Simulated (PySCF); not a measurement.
**Electronic structure of Pm (promethium, neutral) at the PBE0 level**

Configuration: [Xe] 4f4 5d1 6s2, one real determinant (an excited configuration). Computed with PySCF 2.14 in cc-pVDZ-X2C (8s7p5d3f1g, 84 functions), with scalar relativity by spin-free X2C-1e.

```json
{"Total energy": "-10019.48 hartree", "One-electron energy": "-13672.76 hartree", "Hartree (Coulomb) energy": "3884.72 hartree", "Exchange-correlation energy": "-231.44 hartree", "⟨S²⟩": "9.0503", "⟨L²⟩": "41.009", "Sum of ⟨r⟩": "44.57 bohr", "Sum of ⟨r²⟩": "86.17 bohr²", "Traceless quadrupole moment −½Σ⟨3z² − r²⟩ along its main axis": "0.143 e·bohr²", "Langevin diamagnetic susceptibility": "-68.2 ×10⁻⁶ cm³/mol"}
```

```tsv
shell	electrons	mean orbital energy (eV)	spread (eV)	rms radius, mean of both spins (bohr)
1s α	1	-45040.4	0	0.0264
1s β	1	-45040.4	0	0.0264
2s α	1	-7358.0	0	0.107
2s β	1	-7358.0	0	0.107
2p α	3	-6579.6	0.043	0.0959
2p β	3	-6579.5	0.045	0.0959
3s α	1	-1624.0	0	0.278
3s β	1	-1622.5	0	0.278
3p α	3	-1377.2	0.208	0.278
3p β	3	-1375.7	0.281	0.278
3d α	5	-1034.1	0.159	0.256
3d β	5	-1032.7	0.367	0.256
4s α	1	-335.38	0	0.629
4s β	1	-331.43	0	0.629
4p α	3	-253.37	0.273	0.667
4p β	3	-249.24	0.467	0.667
4d α	5	-135.74	0.458	0.739
4d β	5	-131.08	0.968	0.739
5s α	1	-48.665	0	1.51
5s β	1	-46.459	0	1.51
5p α	3	-27.665	0.235	1.77
5p β	3	-25.782	0.621	1.77
4f α	4	-11.487	0.749	1.06
6s α	1	-4.505	0	4.42
5d α	1	-4.343	0	3.01
6s β	1	-4.194	0	4.42
```

⟨L²⟩ = 41.01 against 72 for a pure L term, so this real determinant mixes terms. Spin-orbit coupling, absent here, splits the open shell strongly. ⟨S²⟩ = 9.05 against 8.75 shows spin contamination.

Densities and radii are taken from the X2C orbitals without a picture-change correction, which distorts them close to the nucleus.
